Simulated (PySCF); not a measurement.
Field gradients at the hydrogen positions

Compound: C₃H₁₆Si₄.
Geometry (PBE0-D3(BJ)/def2-SVP, Å), atoms numbered from 1 in this order:
```
atom  x, y, z in Å
C1     0.966   -1.912    0.796
Si2    0.480   -0.099    0.723
C3     1.083    0.692   -0.877
Si4    2.922    0.522   -1.224
C5    -1.397    0.105    0.876
Si6   -2.363   -1.072   -0.231
Si7   -1.934    1.889    0.601
H8     2.061   -2.022    0.845
H9     0.613   -2.458   -0.094
H10    0.537   -2.400    1.686
H11    1.110    0.628    1.873
H12    0.841    1.770   -0.855
H13    0.525    0.261   -1.727
H14    3.313    1.277   -2.454
H15    3.288   -0.915   -1.424
H16    3.722    1.048   -0.074
H17   -1.657   -0.151    1.921
H18   -2.261   -2.480    0.263
H19   -3.811   -0.697   -0.284
H20   -1.825   -1.025   -1.627
H21   -3.291    2.128    1.181
H22   -0.969    2.845    1.232
H23   -1.990    2.189   -0.864
```

Level: PBE0/pcSseg-1 (PySCF, non-relativistic); Q(2H) = 0.00286 b; rigid geometry, the same for H and D, with no vibrational averaging.

Tabulate Vzz, the asymmetry η and χzz = 234.96 MHz × Q × Vzz for every hydrogen position.

| atom | bonded to | bond length (Å) | Vzz (au) | η | χzz (kHz) |
| --- | --- | --- | --- | --- | --- |
| H8 | C1 | 1.101 | 0.2974 | 0.01 | 200 |
| H9 | C1 | 1.102 | 0.2964 | 0.01 | 199 |
| H10 | C1 | 1.101 | 0.2986 | 0.01 | 201 |
| H11 | Si2 | 1.499 | 0.1387 | 0.01 | 93 |
| H12 | C3 | 1.105 | 0.2940 | 0.01 | 198 |
| H13 | C3 | 1.104 | 0.2944 | 0.01 | 198 |
| H14 | Si4 | 1.496 | 0.1398 | 0.01 | 94 |
| H15 | Si4 | 1.496 | 0.1398 | 0.02 | 94 |
| H16 | Si4 | 1.496 | 0.1394 | 0.02 | 94 |
| H17 | C5 | 1.107 | 0.2940 | 0.00 | 198 |
| H18 | Si6 | 1.495 | 0.1404 | 0.02 | 94 |
| H19 | Si6 | 1.497 | 0.1384 | 0.03 | 93 |
| H20 | Si6 | 1.497 | 0.1399 | 0.03 | 94 |
| H21 | Si7 | 1.495 | 0.1403 | 0.02 | 94 |
| H22 | Si7 | 1.497 | 0.1384 | 0.02 | 93 |
| H23 | Si7 | 1.496 | 0.1394 | 0.03 | 94 |

Average by the element that carries the hydrogen.

on C: 199 kHz over 6 positions, mean bond length 1.103 Å; on Si: 94 kHz over 10 positions, mean bond length 1.497 Å.

Give the 2H NMR doublet splittings at H22 for a magnetic field along the z, y and x axes of the gradient: 3χ/2, 3χ(1 + η)/4, 3χ(1 − η)/4.

With |χ| = 93.0 kHz and η = 0.020: 140, 71 and 68 kHz, to first order and without motion.

The structure is a single PBE0-D3(BJ)/def2-SVP conformer in the gas phase; no vibrational or solvent corrections. The small basis limits the accuracy of the gradients.
